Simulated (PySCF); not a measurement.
# Which determinant of InHg⁺ lies lowest?

Unrestricted PBE0; PySCF, scalar-relativistic core potentials, basis sets In def2-SVP with ECP28, Hg def2-SVP with ECP60. Outer shells of the fragments: In+ 4d10 5s2; Hg 5d10 6s2.

Followed along the bond (rough minima from three points):

```
2Ms+1  unpaired  ⟨S²⟩ at the start  R at minimum (Å)  Te (eV)
    1      none               0.00              3.21     0.00
    3  σ ↑, π ↑               2.01              2.77     3.71
```

Solutions found at the starting distance of 2.865 Å, counted from the lowest of them; the search is not exhaustive and high or unbound solutions are not listed, so other states can lie among these:

```json
{"2Ms+1": "1", "unpaired": "none", "term": "¹Σ⁺", "E (eV)": "0.00", "⟨S²⟩": "0.00", "⟨Lz²⟩": "0.00", "μ (D)": "-4.40"}
{"2Ms+1": "3", "unpaired": "σ ↑, π ↑", "term": "³Π", "E (eV)": "3.61", "⟨S²⟩": "2.01", "⟨Lz²⟩": "1.00", "μ (D)": "-1.63"}
{"2Ms+1": "3", "unpaired": "σ ↑↑", "term": "³Σ⁺", "E (eV)": "3.73", "⟨S²⟩": "2.00", "⟨Lz²⟩": "0.00", "μ (D)": "-3.45"}
{"2Ms+1": "1", "unpaired": "σ ↓, π ↑", "term": "mixed", "E (eV)": "3.93", "⟨S²⟩": "1.01", "⟨Lz²⟩": "1.00", "μ (D)": "-1.31"}
{"2Ms+1": "3", "unpaired": "π ↑↑", "term": "³Σ⁻", "E (eV)": "8.21", "⟨S²⟩": "2.24", "⟨Lz²⟩": "0.00", "μ (D)": "0.25"}
{"2Ms+1": "3", "unpaired": "π ↑, δ ↑", "term": "mixed", "E (eV)": "9.69", "⟨S²⟩": "2.00", "⟨Lz²⟩": "4.67", "μ (D)": "-1.37"}
```

A term symbol is given only where ⟨S²⟩ and ⟨Lz²⟩ are close to those of a pure state; real π, δ and φ orbitals otherwise mix terms. A positive dipole points towards Hg; it is taken about the centre of mass and depends on that origin.

Task: Compare the gap between the two lowest followed solutions at the starting distance with the gap between their minima.

Result: At PBE0 the second solution (triplet, unpaired electrons σ ↑, π ↑) lies +3.61 eV from the first (singlet, closed shell) at 2.865 Å and +3.71 eV at the minima; the two curves relax by different amounts, since their minima lie near 2.77 and 3.21 Å.

Spin–orbit coupling is left out. Counting both spins, an empty level lies below a filled one in some of these solutions, because spin and occupation are held.
